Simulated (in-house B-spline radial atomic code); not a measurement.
Orbital energies and mean radii along the 17-electron series, configuration 1s2 2s2 2p6 3s2 3p1/2(2) 3p3/2(3). The effective charge is n√(-2ε), a non-relativistic measure. Computed with a B-spline radial code for spherical atoms: Dirac-Hartree-Fock, jj configuration that fills j = l - 1/2 first, finite nuclei.

```json
{"ion": "Cu12+", "Z": "29", "energy of 3s1/2 (Eh)": "-16.722", "mean radius of 3s1/2 (bohr)": "0.62793", "energy of 2p1/2 (Eh)": "-50.108", "mean radius of 2p1/2 (bohr)": "0.20236", "energy of 2p3/2 (Eh)": "-49.306", "mean radius of 2p3/2 (bohr)": "0.20596", "energy of 2s1/2 (Eh)": "-55.442", "mean radius of 2s1/2 (bohr)": "0.23251", "effective charge of 3s1/2": "17.349"}
{"ion": "Zn13+", "Z": "30", "energy of 3s1/2 (Eh)": "-18.786", "mean radius of 3s1/2 (bohr)": "0.5987", "energy of 2p1/2 (Eh)": "-55.327", "mean radius of 2p1/2 (bohr)": "0.19412", "energy of 2p3/2 (Eh)": "-54.397", "mean radius of 2p3/2 (bohr)": "0.19778", "energy of 2s1/2 (Eh)": "-60.904", "mean radius of 2s1/2 (bohr)": "0.22351", "effective charge of 3s1/2": "18.389"}
{"ion": "Ga14+", "Z": "31", "energy of 3s1/2 (Eh)": "-20.967", "mean radius of 3s1/2 (bohr)": "0.57206", "energy of 2p1/2 (Eh)": "-60.814", "mean radius of 2p1/2 (bohr)": "0.1865", "energy of 2p3/2 (Eh)": "-59.739", "mean radius of 2p3/2 (bohr)": "0.19021", "energy of 2s1/2 (Eh)": "-66.635", "mean radius of 2s1/2 (bohr)": "0.21516", "effective charge of 3s1/2": "19.427"}
{"ion": "Ge15+", "Z": "32", "energy of 3s1/2 (Eh)": "-23.266", "mean radius of 3s1/2 (bohr)": "0.54766", "energy of 2p1/2 (Eh)": "-66.569", "mean radius of 2p1/2 (bohr)": "0.17942", "energy of 2p3/2 (Eh)": "-65.334", "mean radius of 2p3/2 (bohr)": "0.1832", "energy of 2s1/2 (Eh)": "-72.637", "mean radius of 2s1/2 (bohr)": "0.20738", "effective charge of 3s1/2": "20.464"}
{"ion": "As16+", "Z": "33", "energy of 3s1/2 (Eh)": "-25.682", "mean radius of 3s1/2 (bohr)": "0.52524", "energy of 2p1/2 (Eh)": "-72.594", "mean radius of 2p1/2 (bohr)": "0.17283", "energy of 2p3/2 (Eh)": "-71.181", "mean radius of 2p3/2 (bohr)": "0.17668", "energy of 2s1/2 (Eh)": "-78.911", "mean radius of 2s1/2 (bohr)": "0.20011", "effective charge of 3s1/2": "21.501"}
{"ion": "Se17+", "Z": "34", "energy of 3s1/2 (Eh)": "-28.217", "mean radius of 3s1/2 (bohr)": "0.50455", "energy of 2p1/2 (Eh)": "-78.891", "mean radius of 2p1/2 (bohr)": "0.16668", "energy of 2p3/2 (Eh)": "-77.28", "mean radius of 2p3/2 (bohr)": "0.17061", "energy of 2s1/2 (Eh)": "-85.458", "mean radius of 2s1/2 (bohr)": "0.19331", "effective charge of 3s1/2": "22.537"}
{"ion": "Br18+", "Z": "35", "energy of 3s1/2 (Eh)": "-30.87", "mean radius of 3s1/2 (bohr)": "0.4854", "energy of 2p1/2 (Eh)": "-85.461", "mean radius of 2p1/2 (bohr)": "0.16093", "energy of 2p3/2 (Eh)": "-83.631", "mean radius of 2p3/2 (bohr)": "0.16493", "energy of 2s1/2 (Eh)": "-92.279", "mean radius of 2s1/2 (bohr)": "0.18693", "effective charge of 3s1/2": "23.572"}
{"ion": "Kr19+", "Z": "36", "energy of 3s1/2 (Eh)": "-33.642", "mean radius of 3s1/2 (bohr)": "0.46762", "energy of 2p1/2 (Eh)": "-92.305", "mean radius of 2p1/2 (bohr)": "0.15554", "energy of 2p3/2 (Eh)": "-90.234", "mean radius of 2p3/2 (bohr)": "0.15961", "energy of 2s1/2 (Eh)": "-99.378", "mean radius of 2s1/2 (bohr)": "0.18093", "effective charge of 3s1/2": "24.608"}
{"ion": "Rb20+", "Z": "37", "energy of 3s1/2 (Eh)": "-36.535", "mean radius of 3s1/2 (bohr)": "0.45106", "energy of 2p1/2 (Eh)": "-99.425", "mean radius of 2p1/2 (bohr)": "0.15047", "energy of 2p3/2 (Eh)": "-97.09", "mean radius of 2p3/2 (bohr)": "0.15462", "energy of 2s1/2 (Eh)": "-106.75", "mean radius of 2s1/2 (bohr)": "0.17528", "effective charge of 3s1/2": "25.644"}
{"ion": "Sr21+", "Z": "38", "energy of 3s1/2 (Eh)": "?", "mean radius of 3s1/2 (bohr)": "?", "energy of 2p1/2 (Eh)": "?", "mean radius of 2p1/2 (bohr)": "?", "energy of 2p3/2 (Eh)": "?", "mean radius of 2p3/2 (bohr)": "?", "energy of 2s1/2 (Eh)": "?", "mean radius of 2s1/2 (bohr)": "?", "effective charge of 3s1/2": "?"}
{"ion": "Zr23+", "Z": "40", "energy of 3s1/2 (Eh)": "-45.936", "mean radius of 3s1/2 (bohr)": "0.40755", "energy of 2p1/2 (Eh)": "-122.46", "mean radius of 2p1/2 (bohr)": "0.13694", "energy of 2p3/2 (Eh)": "-119.17", "mean radius of 2p3/2 (bohr)": "0.14133", "energy of 2s1/2 (Eh)": "-130.57", "mean radius of 2s1/2 (bohr)": "0.16014", "effective charge of 3s1/2": "28.755"}
{"ion": "Nb24+", "Z": "41", "energy of 3s1/2 (Eh)": "-49.313", "mean radius of 3s1/2 (bohr)": "0.39479", "energy of 2p1/2 (Eh)": "-130.7", "mean radius of 2p1/2 (bohr)": "0.13292", "energy of 2p3/2 (Eh)": "-127.04", "mean radius of 2p3/2 (bohr)": "0.13739", "energy of 2s1/2 (Eh)": "-139.08", "mean radius of 2s1/2 (bohr)": "0.15562", "effective charge of 3s1/2": "29.793"}
{"ion": "Mo25+", "Z": "42", "energy of 3s1/2 (Eh)": "?", "mean radius of 3s1/2 (bohr)": "?", "energy of 2p1/2 (Eh)": "?", "mean radius of 2p1/2 (bohr)": "?", "energy of 2p3/2 (Eh)": "?", "mean radius of 2p3/2 (bohr)": "?", "energy of 2s1/2 (Eh)": "?", "mean radius of 2s1/2 (bohr)": "?", "effective charge of 3s1/2": "?"}
{"ion": "Tc26+", "Z": "43", "energy of 3s1/2 (Eh)": "-56.437", "mean radius of 3s1/2 (bohr)": "0.37143", "energy of 2p1/2 (Eh)": "-148.05", "mean radius of 2p1/2 (bohr)": "0.12547", "energy of 2p3/2 (Eh)": "-143.54", "mean radius of 2p3/2 (bohr)": "0.13011", "energy of 2s1/2 (Eh)": "-156.97", "mean radius of 2s1/2 (bohr)": "0.14724", "effective charge of 3s1/2": "31.873"}
{"ion": "Ru27+", "Z": "44", "energy of 3s1/2 (Eh)": "?", "mean radius of 3s1/2 (bohr)": "?", "energy of 2p1/2 (Eh)": "?", "mean radius of 2p1/2 (bohr)": "?", "energy of 2p3/2 (Eh)": "?", "mean radius of 2p3/2 (bohr)": "?", "energy of 2s1/2 (Eh)": "?", "mean radius of 2s1/2 (bohr)": "?", "effective charge of 3s1/2": "?"}
{"ion": "Rh28+", "Z": "45", "energy of 3s1/2 (Eh)": "-64.058", "mean radius of 3s1/2 (bohr)": "0.35054", "energy of 2p1/2 (Eh)": "-166.56", "mean radius of 2p1/2 (bohr)": "0.11874", "energy of 2p3/2 (Eh)": "-161.05", "mean radius of 2p3/2 (bohr)": "0.12356", "energy of 2s1/2 (Eh)": "-176.02", "mean radius of 2s1/2 (bohr)": "0.13964", "effective charge of 3s1/2": "33.957"}
{"ion": "Pd29+", "Z": "46", "energy of 3s1/2 (Eh)": "-68.057", "mean radius of 3s1/2 (bohr)": "0.34091", "energy of 2p1/2 (Eh)": "-176.25", "mean radius of 2p1/2 (bohr)": "0.11561", "energy of 2p3/2 (Eh)": "-170.18", "mean radius of 2p3/2 (bohr)": "0.12052", "energy of 2s1/2 (Eh)": "-186", "mean radius of 2s1/2 (bohr)": "0.13609", "effective charge of 3s1/2": "35"}
{"ion": "Ag30+", "Z": "47", "energy of 3s1/2 (Eh)": "-72.184", "mean radius of 3s1/2 (bohr)": "0.33176", "energy of 2p1/2 (Eh)": "-186.25", "mean radius of 2p1/2 (bohr)": "0.11263", "energy of 2p3/2 (Eh)": "-179.57", "mean radius of 2p3/2 (bohr)": "0.11762", "energy of 2s1/2 (Eh)": "-196.27", "mean radius of 2s1/2 (bohr)": "0.13271", "effective charge of 3s1/2": "36.046"}
{"ion": "Cd31+", "Z": "48", "energy of 3s1/2 (Eh)": "-76.438", "mean radius of 3s1/2 (bohr)": "0.32305", "energy of 2p1/2 (Eh)": "-196.54", "mean radius of 2p1/2 (bohr)": "0.10977", "energy of 2p3/2 (Eh)": "-189.22", "mean radius of 2p3/2 (bohr)": "0.11485", "energy of 2s1/2 (Eh)": "-206.85", "mean radius of 2s1/2 (bohr)": "0.12947", "effective charge of 3s1/2": "37.093"}
```

(1) Fill in the row of Sr21+.

(2) Fill in the row of Mo25+.

(3) Fill in the row of Ru27+.

(4) How does the screening of 3s1/2 change?

## Answers

(1) energy of 3s1/2 (Eh): -39.547; mean radius of 3s1/2 (bohr): 0.4356; energy of 2p1/2 (Eh): -106.82; mean radius of 2p1/2 (bohr): 0.1457; energy of 2p3/2 (Eh): -104.2; mean radius of 2p3/2 (bohr): 0.14993; energy of 2s1/2 (Eh): -114.41; mean radius of 2s1/2 (bohr): 0.16995; effective charge of 3s1/2: 26.68.

(2) energy of 3s1/2 (Eh): -52.813; mean radius of 3s1/2 (bohr): 0.38277; energy of 2p1/2 (Eh): -139.23; mean radius of 2p1/2 (bohr): 0.1291; energy of 2p3/2 (Eh): -135.16; mean radius of 2p3/2 (bohr): 0.13366; energy of 2s1/2 (Eh): -147.88; mean radius of 2s1/2 (bohr): 0.15132; effective charge of 3s1/2: 30.832.

(3) energy of 3s1/2 (Eh): -60.185; mean radius of 3s1/2 (bohr): 0.3607; energy of 2p1/2 (Eh): -157.16; mean radius of 2p1/2 (bohr): 0.12203; energy of 2p3/2 (Eh): -152.16; mean radius of 2p3/2 (bohr): 0.12675; energy of 2s1/2 (Eh): -166.35; mean radius of 2s1/2 (bohr): 0.14335; effective charge of 3s1/2: 32.914.

(4) Z less the effective charge goes from 11.65 at Z = 29 to 10.91 at Z = 48.
